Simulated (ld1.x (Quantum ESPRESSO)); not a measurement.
## Transferability test, ultrasoft potential for arsenic (As)

ld1.x (Quantum ESPRESSO) 7.5 input, shortened:

```
&input
   title='As', zed=33., rel=2, dft='PZ', iswitch=3,
   config='[Ar] 3d10 4s2 4p3 4d-2', rel_dist='average'
 /
 &inputp
   pseudotype=3, tm=.true., lloc=-1, rcloc=1.85,
   nlcc=.false.,
   which_augfun='PSQ', rmatch_augfun_nc=.true.
 /
6
4S  1  0   2.00   0.00  1.55  1.95  0.0
4S  1  0   0.00   0.55  1.55  1.95  0.0
4P  2  1   3.00   0.00  1.55  2.15  0.0
4P  2  1   0.00   0.05  1.55  2.15  0.0
4D  3  2  -2.00   0.45  1.70  2.10  0.0
4D  3  2  -2.00   0.80  1.70  2.10  0.0
 &test
   configts(1)='4s2 4p3'
 /
```

Open shells are filled in proportion to 2j + 1 (rel_dist='average').

Energies are relative to the spin-unpolarised reference configuration 4s2 4p3; without spin polarisation the order of configurations can differ from experiment.

Q: Give the all-electron excitation energy and the error of the potential for: 4s2 4p2; 4s2 4p1; 4s2 4p0; 4s1 4p4; 4s2 4p2.5; 4s1 4p3; 4s0 4p5.

A:

```tsv
valence configuration	charge	ΔE all-electron (eV)	error AE − PS (meV)
4s2 4p2	+1	9.329	+2.4
4s2 4p1	+2	27.495	+20
4s2 4p0	+3	55.540	+89
4s1 4p4	0	9.477	+10
4s2 4p2.5	+0.5	3.638	+0.4
4s1 4p3	+1	19.485	+14
4s0 4p5	0	19.195	+47
```
